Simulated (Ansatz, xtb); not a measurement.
# Relative energy of two conformers of ClF2HSiSn

Structure I: `F[SiH](F)[Sn][Cl]`, a singlet. Structure II: `F[SiH](F)[Sn][Cl]`, a singlet. Both are isolated molecules in the gas phase, relaxed with r2SCAN-D4/def2-SVP.

I (Å):

```xyz
6

Cl    2.6319    1.7606   -3.5498
F    -0.6384   -0.3545   -0.4793
F     0.7303    1.8150   -0.0455
Si    0.2879    0.7668   -1.2148
Sn    2.6133   -0.1900   -2.1369
H    -0.5988    1.5036   -2.1637
```

II (Å):

```xyz
6

Cl    3.1739    1.4512    2.8785
F     0.9080    0.3916    0.1727
F     3.3601   -0.4396   -0.2319
Si    2.3471    0.8125   -0.4597
Sn    3.2727    2.9011    0.9688
H     2.1370    0.9109   -1.9384
```

Problem. Estimate E(II) − E(I) at the level CCSD(T)/def2-SVP + ΔMP2/def2-TZVPP.

Solution. Calculated at CCSD(T)/def2-SVP + ΔMP2/def2-TZVPP: E(II) − E(I) = +6.42 kJ/mol, so structure I lies lower.

The same difference at several levels:

| level | geometry | E(II) − E(I) (kJ/mol) | departure from the last row (kJ/mol) | job, with rough time for the two |
| --- | --- | --- | --- | --- |
| r2SCAN-D4/def2-SVP | r2SCAN-D4/def2-SVP | +5.87 | −0.55 | optimisation, 54 s |
| HF/def2-SVP | r2SCAN-D4/def2-SVP | +7.94 | +1.52 | part of the CCSD(T) run |
| MP2/def2-SVP | r2SCAN-D4/def2-SVP | +6.12 | −0.30 | part of the CCSD(T) run |
| CCSD(T)/def2-SVP | r2SCAN-D4/def2-SVP | +5.95 | −0.47 | single point |
| CCSD(T)/def2-SVP + ΔMP2/def2-TZVPP | r2SCAN-D4/def2-SVP | +6.42 |  | single point, 32 s |

None of the levels shown reverses the order. The largest departure from CCSD(T)/def2-SVP + ΔMP2/def2-TZVPP is that of HF/def2-SVP, 1.52 kJ/mol. Levels run at GFN2-xTB geometries aren't shown. The last row adds to CCSD(T) the change of the MP2 difference between the two basis sets, here +0.47 kJ/mol.

With harmonic frequencies from r2SCAN-D4/def2-SVP (ideal gas, rigid rotor, one conformer each, 298.15 K, 1 atm): on the last row, ΔE + ΔZPE = +6.49 kJ/mol. A mode under 50 cm⁻¹ makes harmonic enthalpies and free energies unreliable, so none is given.

The correlated steps freeze 16 core orbitals; the filled d shell of Sn is correlated, in a basis made for valence electrons. Atoms past krypton carry core potentials in the def2 sets and no spin–orbit term is included. Programs: Ansatz 0.2.0; the last row on 1 thread of Intel(R) Xeon(R) 6975P-C (Granite Rapids) on a shared host.
